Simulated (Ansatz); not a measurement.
Steps of a relaxation of C3H6AlF (`C=C[CH2][AlH][F]`) with RKS PBE-D4/def2-SVP.

```sh
$ ansatz run in.yaml --threads 4 --pin off --events-out ev --progress --plain --max-ram 10444MiB
```

```yaml
crystal:
  periodic: [false, false, false]
  atoms:
    - {symbol: C, position_ang: [-1.684800, 0.341800, 0.005200]}
    - {symbol: C, position_ang: [-0.863700, -0.521800, 0.443300]}
    - {symbol: C, position_ang: [0.373200, -0.829600, -0.312200]}
    - {symbol: Al, position_ang: [1.842700, 0.625100, -0.057400]}
    - {symbol: F, position_ang: [1.359700, 2.080600, 0.879300]}
    - {symbol: H, position_ang: [-1.546300, 0.949000, -0.927500]}
    - {symbol: H, position_ang: [-2.617500, 0.588200, 0.552200]}
    - {symbol: H, position_ang: [-1.040500, -1.038200, 1.356100]}
    - {symbol: H, position_ang: [0.847400, -1.751100, 0.147500]}
    - {symbol: H, position_ang: [0.197600, -0.977000, -1.355500]}
    - {symbol: H, position_ang: [3.197600, 0.475900, -0.710200]}
basis:
  gaussian: {orbitals: def2-SVP}
hamiltonian: {xc: pbe, dispersion: d4}
relax: {f_tol: 0.03, max_steps: 200}
```

Positions (Å) and forces (eV/Å) along the path, 12 of 33 steps:

```xyz
11
step=1 energy=-12505.8841 eV
C    -1.685    0.342    0.005   -4.414    4.143   -1.561
C    -0.864   -0.522    0.443    3.260   -2.222   -0.035
C     0.373   -0.830   -0.312    2.071    0.012    2.433
Al    1.843    0.625   -0.057   -2.831    1.044    1.348
F     1.360    2.081    0.879    0.858   -1.953   -1.269
H    -1.546    0.949   -0.927    0.090   -0.428    0.379
H    -2.618    0.588    0.552    0.121   -0.037   -0.100
H    -1.040   -1.038    1.356   -0.225   -0.703    1.295
H     0.847   -1.751    0.147   -0.084    0.320   -0.685
H     0.198   -0.977   -1.355   -0.081   -0.294   -1.429
H     3.198    0.476   -0.710    1.235    0.118   -0.376
11
step=5 energy=-12506.5897 eV
C    -1.864    0.314   -0.036    0.023   -0.017    0.000
C    -0.854   -0.444    0.439   -0.097    0.063    0.035
C     0.430   -0.764   -0.256    0.000   -0.077   -0.063
Al    1.861    0.564   -0.007    0.078    0.148    0.163
F     1.601    1.961    0.906   -0.002   -0.196   -0.111
H    -1.829    0.768   -1.042   -0.013   -0.045    0.004
H    -2.762    0.515    0.570    0.050   -0.004   -0.018
H    -0.949   -0.848    1.464   -0.007    0.015   -0.003
H     0.808   -1.775    0.019    0.056    0.079    0.009
H     0.315   -0.792   -1.366   -0.074    0.032   -0.010
H     3.308    0.444   -0.669   -0.014    0.002   -0.006
11
step=8 energy=-12506.6098 eV
C    -1.917    0.253   -0.071    0.029   -0.050    0.090
C    -0.836   -0.366    0.444   -0.014    0.008   -0.012
C     0.418   -0.711   -0.296    0.000    0.024   -0.004
Al    1.909    0.540    0.019   -0.002   -0.014    0.005
F     1.703    1.823    1.087    0.005   -0.005    0.005
H    -1.974    0.532   -1.136    0.005    0.007   -0.047
H    -2.784    0.501    0.559   -0.015    0.009    0.000
H    -0.845   -0.618    1.523    0.003    0.025   -0.055
H     0.795   -1.726   -0.033   -0.015    0.002   -0.012
H     0.256   -0.718   -1.400    0.009   -0.014    0.036
H     3.341    0.434   -0.677   -0.005    0.008   -0.005
11
step=9 energy=-12506.6114 eV
C    -1.932    0.233   -0.080    0.039   -0.013    0.041
C    -0.833   -0.346    0.443   -0.048    0.036   -0.026
C     0.415   -0.696   -0.304    0.028    0.026    0.030
Al    1.921    0.536    0.023   -0.014    0.012    0.045
F     1.738    1.780    1.144    0.008   -0.043   -0.035
H    -2.009    0.472   -1.156    0.011   -0.021    0.031
H    -2.794    0.495    0.553   -0.009    0.000   -0.007
H    -0.819   -0.552    1.532   -0.007    0.009   -0.061
H     0.787   -1.714   -0.040   -0.007   -0.001   -0.010
H     0.246   -0.705   -1.406    0.007   -0.016    0.003
H     3.346    0.439   -0.687   -0.008    0.012   -0.011
11
step=10 energy=-12506.6122 eV
C    -1.942    0.225   -0.088    0.009   -0.043   -0.011
C    -0.830   -0.323    0.442   -0.071    0.025   -0.044
C     0.413   -0.684   -0.306    0.058    0.002    0.062
Al    1.934    0.527    0.033   -0.023    0.017   -0.030
F     1.774    1.736    1.192    0.009   -0.018    0.006
H    -2.036    0.420   -1.172    0.027    0.000    0.067
H    -2.806    0.487    0.542    0.007    0.013   -0.002
H    -0.806   -0.501    1.535   -0.001    0.013   -0.030
H     0.776   -1.704   -0.039   -0.011   -0.001   -0.008
H     0.245   -0.696   -1.407    0.007   -0.008   -0.015
H     3.343    0.456   -0.713   -0.011   -0.001    0.003
11
step=13 energy=-12506.6155 eV
C    -1.949    0.220   -0.120   -0.049   -0.023   -0.007
C    -0.837   -0.294    0.438    0.033   -0.018    0.043
C     0.416   -0.684   -0.281   -0.014   -0.027   -0.062
Al    1.935    0.533    0.027    0.080    0.132    0.168
F     1.878    1.584    1.352    0.019   -0.157   -0.211
H    -2.037    0.360   -1.209    0.002    0.026   -0.043
H    -2.821    0.502    0.492    0.025    0.012    0.001
H    -0.818   -0.418    1.537    0.009    0.001    0.009
H     0.768   -1.697    0.028    0.000    0.028    0.018
H     0.261   -0.742   -1.384   -0.004    0.003    0.028
H     3.269    0.579   -0.860   -0.099    0.022    0.057
11
step=16 energy=-12506.6255 eV
C    -1.902    0.260   -0.164    0.063   -0.042    0.006
C    -0.825   -0.291    0.438   -0.071    0.026   -0.083
C     0.423   -0.756   -0.247    0.059   -0.074    0.070
Al    1.889    0.532    0.024    0.058    0.083   -0.038
F     1.933    1.357    1.495    0.050   -0.054   -0.119
H    -1.963    0.367   -1.264    0.013    0.003    0.110
H    -2.763    0.612    0.426    0.008   -0.004   -0.030
H    -0.828   -0.379    1.542   -0.006    0.024   -0.047
H     0.776   -1.734    0.159   -0.050    0.047   -0.037
H     0.281   -0.889   -1.343   -0.014   -0.012    0.018
H     3.043    0.863   -1.046   -0.109    0.004    0.149
11
step=18 energy=-12506.6322 eV
C    -1.886    0.272   -0.185   -0.015   -0.019    0.022
C    -0.826   -0.287    0.436    0.016    0.048   -0.002
C     0.423   -0.786   -0.225    0.060   -0.082   -0.022
Al    1.877    0.525    0.018    0.117    0.141   -0.113
F     2.018    1.256    1.530    0.009   -0.044   -0.038
H    -1.930    0.368   -1.283   -0.003   -0.008    0.007
H    -2.754    0.637    0.386    0.040    0.012   -0.021
H    -0.841   -0.347    1.541   -0.010   -0.019   -0.019
H     0.760   -1.756    0.210   -0.033    0.054   -0.008
H     0.279   -0.951   -1.317    0.003    0.007    0.030
H     2.946    1.013   -1.090   -0.184   -0.090    0.164
11
step=25 energy=-12506.7130 eV
C    -1.657    0.402   -0.304    0.144    0.073    0.022
C    -0.752   -0.314    0.413    0.019    0.053   -0.074
C     0.451   -1.025   -0.130   -0.100   -0.143    0.009
Al    1.632    0.531    0.029    0.173    0.329    0.142
F     2.328    0.841    1.546   -0.143   -0.052   -0.294
H    -1.610    0.456   -1.407   -0.022   -0.042    0.077
H    -2.470    0.958    0.190    0.050   -0.048   -0.013
H    -0.845   -0.307    1.516   -0.048   -0.035   -0.019
H     0.757   -1.896    0.484   -0.018    0.044   -0.033
H     0.329   -1.322   -1.192    0.008   -0.003    0.024
H     1.902    1.620   -1.124   -0.064   -0.177    0.159
11
step=26 energy=-12506.7334 eV
C    -1.578    0.451   -0.309    0.149   -0.079    0.062
C    -0.728   -0.337    0.410   -0.057    0.083   -0.136
C     0.454   -1.088   -0.122   -0.020    0.098    0.021
Al    1.564    0.545    0.028    0.031    0.122    0.141
F     2.304    0.864    1.522   -0.160   -0.043   -0.284
H    -1.520    0.514   -1.412    0.019   -0.014    0.107
H    -2.385    1.022    0.180    0.092   -0.026    0.000
H    -0.850   -0.352    1.512   -0.035   -0.018   -0.034
H     0.758   -1.944    0.510    0.004    0.054   -0.029
H     0.335   -1.393   -1.181    0.009    0.001    0.020
H     1.712    1.660   -1.117   -0.031   -0.179    0.133
11
step=30 energy=-12506.8166 eV
C    -1.286    0.588   -0.223   -0.119    0.075   -0.081
C    -0.680   -0.474    0.409    0.139    0.015   -0.030
C     0.455   -1.245   -0.138   -0.122   -0.122    0.082
Al    1.213    0.600    0.000    0.018    0.220    0.015
F     1.786    1.161    1.488    0.010   -0.047   -0.046
H    -1.198    0.747   -1.314    0.023   -0.011    0.088
H    -1.990    1.243    0.317    0.033   -0.075   -0.037
H    -0.868   -0.580    1.495    0.005   -0.014    0.010
H     0.808   -2.079    0.492   -0.002    0.007   -0.037
H     0.385   -1.510   -1.210    0.003    0.017   -0.002
H     1.440    1.492   -1.296    0.012   -0.065    0.037
11
step=33 energy=-12506.8213 eV
C    -1.284    0.591   -0.220   -0.002    0.000    0.007
C    -0.675   -0.473    0.413    0.000   -0.016   -0.015
C     0.448   -1.247   -0.134   -0.017   -0.011    0.006
Al    1.193    0.621    0.006    0.009    0.012    0.019
F     1.790    1.165    1.489   -0.004   -0.002   -0.015
H    -1.192    0.747   -1.308    0.001    0.000   -0.010
H    -1.999    1.233    0.316    0.000    0.002    0.005
H    -0.867   -0.584    1.497    0.004    0.006    0.005
H     0.808   -2.084    0.484    0.002    0.000   -0.001
H     0.388   -1.490   -1.213    0.004    0.007    0.002
H     1.456    1.466   -1.307    0.002    0.003   -0.003
```

Hardware: 4 threads of an AMD EPYC 9R45 on a shared host. Wall time 13 s, peak host memory 0.17 GiB.
